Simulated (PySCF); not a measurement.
Screening by computed properties: pick the candidate that meets the target.

Species are written as SMILES; each is one conformer at its optimised geometry, gas phase, non-relativistic unless stated; the electronic structure was computed with PySCF and density fitting.

Dipoles, sizes and rotational constants follow the conformer. The torsions of the flexible species, by atom-mapped SMILES:
- `[CH2:1][S:2][CH2:3][n:4]1[cH:5][n:6][c:7]([Cl:8])[cH:9]1`: C1–S2–C3–N4 -179°, S2–C3–N4–C5 94°
- `[F:1][SiH2:2]/[N:3]=[C:4]/[C:5]([F:6])([F:7])[F:8]`: F1–Si2–N3–C4 -131°, N3–C4–C5–F6 -123°
- `[H]/[C:1]=[C:2](/[CH3:3])[O:4][CH3:5]`: C1–C2–O4–C5 -162°
- `[CH3:1][SiH:2]([CH3:3])[CH2:4][C:5]([NH2:6])[S-:7]`: C1–Si2–C4–C5 -70°, Si2–C4–C5–N6 -163°, H–N6–C5–C4 169°, H–N6–C5–C4 50°
- `[CH2:1]=[C:2][O:3][CH2:4][CH:5]=[CH2:6]`: C1–C2–O3–C4 25°, C2–O3–C4–C5 -177°, O3–C4–C5–C6 -116°

**Question.** Wanted: smallest rotational constant below 0.6 GHz (GFN2-xTB) and isotropic g value above 2.0022 (unrestricted B3LYP/pcH-1, mean-field spin–orbit), at GFN2-xTB geometries. Which candidate meets both?
A. `[H]/[C]=C(/C)OC` [radical]
B. `F[SiH2]/N=[C]/C(F)(F)F` [radical]
C. `[CH2]SCn1cnc(Cl)c1` [radical]
D. `C=[C]OCC=C` [radical]
E. `C[SiH](C)C[C](N)[S-]` [radical]
F. `C[C]1CC=CO1` [radical]
G. `[SiH2]Cl` [radical]

**Answer.** C. Computed values:
```
                         species  smallest rotational constant  isotropic g value
    [CH2]SCn1cnc(Cl)c1 [radical]                     0.467 GHz            2.00469
F[SiH2]/N=[C]/C(F)(F)F [radical]                     0.684 GHz            2.00148
  C[SiH](C)C[C](N)[S-] [radical]                     0.930 GHz            2.00527
            C=[C]OCC=C [radical]                     1.550 GHz            2.00228
           C[C]1CC=CO1 [radical]                     2.483 GHz            2.00294
       [H]/[C]=C(/C)OC [radical]                     3.077 GHz            2.00211
              [SiH2]Cl [radical]                     7.039 GHz            2.00605
```
